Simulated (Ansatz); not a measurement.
C2H6ClNSi can be A, `C=N[SiH](C)Cl`, or B, `N=C([SiH3])CCl`.

Gas-phase electronic energies from Ansatz, PBE0-D4/def2-TZVP geometries. CCSD(T)/CBS adds triple-zeta CCSD(T) − MP2 to the extrapolated MP2 energy (def2 sets, frozen cores). Functionals use def2-TZVPP. B3LYP here is the variant with VWN-RPA as its local correlation; programs differ in this. Each species was taken in one conformer, which may not be the lowest.

**Question.** Which is lower in electronic energy at CCSD(T)/CBS, and by how much? (Best estimate.)

**Answer.** Ansatz gave: A, by 252.9 kJ/mol.

**Question.** Give E(B) − E(A) in kJ/mol with PBE-D4, r2SCAN-D4, B3LYP, B2PLYP, CCSD(T)/def2-TZVPP, B3LYP-D4, HF/def2-TZVPP. (An estimate is asked.)

**Answer.** Computed: PBE-D4 237.5, r2SCAN-D4 254.8, B3LYP 251.1, B2PLYP 254.6, CCSD(T)/def2-TZVPP 248.1, B3LYP-D4 251.5, HF/def2-TZVPP 268.7. None reverses the order clearly.

Largest T1 diagnostic: 0.012.

In def2-TZVPP, CCSD(T) changes the Hartree–Fock value by −20.6 kJ/mol (the triples alone add −4.0 kJ/mol) and MP2 by −10.5 kJ/mol. From PBE to PBE0 (25 % exact exchange), in def2-TZVPP and without D4, E(B) − E(A) moves by +9.6 kJ/mol.
